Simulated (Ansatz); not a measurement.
A nudged elastic band was laid between two geometries of FH + H4OSn (8 atoms, charge 0, multiplicity 1).

The calculation used Ansatz, RKS PBE/def2-mTZVP.

```
movable images  : 5
climbing image  : yes
spring          : 5.0 eV/Å²
optimiser       : quadratic models (default)
start path      : through a guess of the saddle point
force threshold : 0.05 eV/Å
iteration limit : 60
end points      : relaxed
```

Image 0:

```xyz
8
Properties=species:S:1:pos:R:3
Sn 0.185 -1.022 0.398
O 0.655 0.713 -0.584
H -1.366 -1.530 -0.146
H 1.427 -2.138 -0.027
H 0.240 -0.516 2.031
H -0.506 1.722 -0.223
F -1.303 2.181 0.104
H 0.668 0.591 -1.552
```

Image 6:

```xyz
8
Properties=species:S:1:pos:R:3
Sn -0.441 -0.980 0.533
O 1.102 1.436 -0.452
H -1.747 -2.032 0.939
H 0.534 -1.624 -0.724
H 0.371 -0.374 1.914
H 0.146 1.607 -0.607
F -1.452 0.552 -0.255
H 1.487 1.415 -1.348
```

Q: What changes between the two ends?

A: Bonds broken: Sn1–O2, H6–F7. Bonds formed: Sn1–F7, O2–H6. FH + H4OSn becomes FH3Sn + H2O.

Q: What energy profile does the band end with?

A: It converged. The highest image is number 3 of 0 to 6, 0.31 eV above the first end and 0.55 eV above the last; the last end lies 0.24 eV below the first. A vibrational analysis at the climbing image gives one clearly imaginary mode, 376i cm⁻¹: a first-order saddle point. The orbitals stay closed-shell, which can raise the energy where a bond breaks towards radicals; this wasn't checked here.

| image | path coordinate (Å) | energy (eV) | Sn1–O2 (Å) | H6–F7 (Å) | Sn1–F7 (Å) |
| --- | --- | --- | --- | --- | --- |
| 0 | 0.00 | 0.00 | 2.05 | 0.98 | 3.54 |
| 1 | 0.46 | 0.01 | 2.06 | 0.98 | 3.16 |
| 2 | 0.92 | 0.12 | 2.10 | 1.02 | 2.71 |
| 3 | 1.38 | 0.31 | 2.21 | 1.24 | 2.36 |
| 4 | 2.27 | 0.03 | 2.63 | 1.73 | 2.05 |
| 5 | 3.16 | -0.17 | 3.04 | 1.89 | 2.00 |
| 6 | 4.05 | -0.24 | 3.03 | 1.95 | 2.00 |

Q: What is the geometry of the highest image?

A: 
```xyz
8
Properties=species:S:1:pos:R:3
Sn -0.042 -0.753 0.476
O 0.789 0.906 -0.722
H -1.528 -1.417 -0.073
H 1.250 -1.788 -0.072
H 0.177 -0.378 2.132
H -0.191 1.404 -0.385
F -1.204 1.294 0.326
H 0.750 0.732 -1.682
```

Q: What are the harmonic wavenumbers there?

A: 376i, 134, 329, 466, 491, 525, 576, 647, 707, 729, 738, 964, 1414, 1772, 1806, 1878, 1922, 3702 cm⁻¹.

Time of the run: 95 s on 2 threads of Arm Neoverse V1, on a shared host, peak memory 0.16 GiB.
